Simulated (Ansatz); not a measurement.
Energy needed to pull apart BiCl$_{2}$F (SMILES [F][Bi]([Cl])[Cl]), singlet, into free ground-state atoms, from the structure below (displaced at random from its PBE0-D4/def2-TZVP minimum); no zero-point or spin–orbit terms; open-shell atoms are treated unrestricted, in their ground-state multiplicity.

F1  (-0.494, -0.014, 1.589)
Bi2  (-0.331, -0.614, 0.031)
Cl3  (2.048, -0.651, -0.271)
Cl4  (-0.997, 1.280, -1.350)
(Å)

Program: Ansatz 0.2.0. Basis: def2-TZVPP. Cores are frozen in the correlated methods. Filled d shells of the heavier atoms are correlated. Core potentials replace the inner electrons of the atoms past krypton. The def2 sets are not built for correlating such inner shells, so the correlated values are less sure here.

| method | atomization energy (kcal/mol) |
| --- | --- |
| PBE-D4 | ? |
| r2SCAN-D4 | 201.4 |
| PBE0-D4 | 198.6 |
| wB97M-V | 198.1 |
| HF | ? |
| MP2 | 195.2 |
| CCSD | 172.2 |
| CCSD(T) | 181.5 |

Task: What does PBE-D4 give? (An estimate is asked for; the value comes from the calculation.)

Result: By the calculation: 212.8 kcal/mol, which is about 31.3 kcal/mol more than CCSD(T)/def2-TZVPP.

Task: What does HF give? (Judge from chemistry; the value comes from the calculation.)

Result: The calculation gives: 91.3 kcal/mol, which is about 90.1 kcal/mol less than CCSD(T)/def2-TZVPP.

In triple zeta the MP2 and coupled-cluster atomization energies are still short of their basis limit by a few kcal/mol a bond, whereas those of the functionals are nearly converged, so these differences are not deviations from converged CCSD(T).

T1 diagnostic: at most 0.013.

For scale, one of the runs: CCSD(T)/def2-TZVPP forces, 165 basis functions (an equivalent command: `ansatz run in.yaml --threads 4`). Hardware: 4 CPU threads, shared host. Wall time 2.7 min; peak host memory 2.6 GiB.
